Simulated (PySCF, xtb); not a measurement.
HO2Si, SMILES O=[Si]=[OH+], charge +1.

GFN2-xTB (xtb 6.7.1) at its own geometry gives an orbital gap of 6.62 eV.

Geometry: PBE0-D3(BJ)/def2-TZVP. The isomer is the one that the SMILES or the coordinates give; other isomers of the formula were not compared.

Task: What does B3LYP/def2-TZVPD in PySCF give? (Estimate from the structure and the level; the computed values follow.)

Result: gap 5.66 eV (levels -16.49 and -10.83 eV).
